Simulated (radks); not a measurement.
Question: Mn3+, configuration [Ar] 3d3.5 4s0.5 (fractional occupations, a model configuration). Calculated with a radial shooting solver on a logarithmic mesh with Libxc functionals: non-relativistic Kohn-Sham, PBE, spin-polarised, spherical densities, point nucleus; open shells are filled with parallel spins first. Some entries of the table are withheld. Estimate them.

orbital,occ.,eigenvalue (eV),<r> (bohr),<r^2> (bohr^2)
1s up,1,-6414.675,0.06157,0.005084
1s down,1,-6414.654,0.06157,0.005084
2s up,1,-775.2581,0.2827,0.09429
2s down,1,-773.3537,0.2822,0.09395
2p up,3,-670.2879,0.2485,0.07590
2p down,3,-668.8535,0.2480,0.07555
3s up,1,-125.7473,0.8464,(1)
3s down,1,-121.3347,0.8491,(2)
3p up,3,-95.4760,(3),0.9128
3p down,3,-91.1227,(4),0.9232
3d up,3.5,-46.6307,(5),1.248
3d down,0,-42.4004,(6),1.306
4s up,0.5,-31.9926,2.299,5.955

Answer: 
(1) 3s up <r^2> (bohr^2): 0.8238
(2) 3s down <r^2> (bohr^2): 0.8295
(3) 3p up <r> (bohr): 0.8829
(4) 3p down <r> (bohr): 0.8875
(5) 3d up <r> (bohr): 1.002
(6) 3d down <r> (bohr): 1.023
